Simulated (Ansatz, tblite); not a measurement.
Forces on dimethylphenylsulfonium mesylate (C9H14O3S2) at its PBE0-D4/def2-SVP geometry. The state is a singlet with charge 0.

The xTB rows come from tblite. In the singlet geometry the species has come apart into loosely held pieces.

GFN2-xTB (tblite), largest force 1.65 eV/Å:

```xyz
28
positions Å, forces eV/Å
C    -1.717    2.720   -2.258   -0.575    0.661   -0.498
S    -0.709    1.589   -1.314    0.558   -0.710    0.283
O    -0.424    0.447   -2.229   -0.170    0.655    0.958
O     0.473    2.341   -0.880   -0.777   -0.749   -0.164
O    -1.606    1.153   -0.185    0.764   -0.404   -0.227
H    -2.620    2.194   -2.590    0.440    0.206    0.174
H    -1.978    3.568   -1.611    0.144   -0.422   -0.276
H    -1.127    3.061   -3.119   -0.248   -0.195    0.426
C    -0.912   -2.540    1.910    0.195   -0.621    0.241
S    -1.204   -0.990    1.009   -0.711    1.417   -0.463
C    -1.679   -1.657   -0.592    0.040   -0.229   -0.205
C     0.475   -0.427    0.852    0.373    0.105   -0.186
C     0.840    0.618    1.696    0.144    0.035   -0.088
C     2.137    1.111    1.626    0.001    0.075   -0.057
C     3.036    0.581    0.703   -0.021   -0.026   -0.022
C     2.644   -0.447   -0.151    0.010    0.072    0.004
C     1.354   -0.962   -0.085    0.019    0.105    0.069
H    -0.545   -2.272    2.910   -0.135   -0.180   -0.384
H    -1.875   -3.062    2.000    0.449    0.167   -0.015
H    -0.175   -3.170    1.394   -0.288    0.198    0.262
H    -2.776   -1.640   -0.606    0.425   -0.029   -0.083
H    -1.278   -0.961   -1.363   -0.110   -0.181    0.219
H    -1.296   -2.680   -0.701   -0.179    0.363   -0.068
H     0.103    1.069    2.363    0.290   -0.262   -0.257
H     2.434    1.942    2.269   -0.096   -0.329   -0.256
H     4.046    0.991    0.632   -0.393   -0.164    0.029
H     3.340   -0.838   -0.896   -0.259    0.155    0.290
H     1.039   -1.739   -0.782    0.111    0.286    0.292
```

PBE-D4/def2-TZVP (Ansatz), largest force 0.27 eV/Å:

```
C -0.117 0.130 -0.063
S 0.111 -0.195 -0.105
O 0.007 0.250 0.100
O -0.152 -0.069 -0.054
O 0.013 0.176 -0.067
H 0.024 0.032 -0.005
H -0.002 -0.009 -0.037
H -0.022 -0.007 0.025
C 0.049 -0.191 0.093
S -0.070 0.188 -0.005
C -0.009 -0.098 -0.083
C -0.016 -0.059 0.007
C -0.042 0.010 0.174
C 0.063 0.112 0.119
C 0.160 0.050 -0.003
C 0.111 -0.050 -0.103
C 0.009 -0.184 -0.028
H -0.013 -0.011 -0.039
H 0.035 0.011 -0.008
H -0.042 0.025 0.026
H 0.032 -0.025 0.000
H -0.037 -0.103 0.061
H -0.026 0.024 -0.007
H 0.028 -0.017 -0.029
H -0.018 -0.030 -0.029
H -0.040 -0.015 0.001
H -0.029 0.017 0.025
H -0.005 0.036 0.032
```

PBE0-D4/def2-TZVP (Ansatz), largest force 1.45 eV/Å:

```
C 0.017 0.015 0.021
S 0.228 -0.420 0.144
O -0.215 1.147 0.867
O -1.134 -0.739 -0.402
O 0.801 0.471 -1.003
H 0.242 0.129 0.085
H 0.072 -0.215 -0.164
H -0.143 -0.093 0.223
C 0.006 -0.052 0.040
S 0.284 -0.231 -0.062
C 0.008 0.002 -0.083
C 0.102 0.031 0.008
C 0.087 -0.079 -0.003
C -0.002 -0.031 -0.009
C -0.055 -0.023 0.012
C -0.038 0.015 0.019
C 0.063 -0.009 0.109
H -0.094 -0.065 -0.267
H 0.245 0.133 -0.034
H -0.209 0.190 0.127
H 0.277 -0.030 0.012
H -0.135 -0.277 0.270
H -0.103 0.264 0.040
H 0.204 -0.126 -0.189
H -0.087 -0.233 -0.187
H -0.286 -0.115 0.019
H -0.197 0.114 0.209
H 0.064 0.225 0.197
```
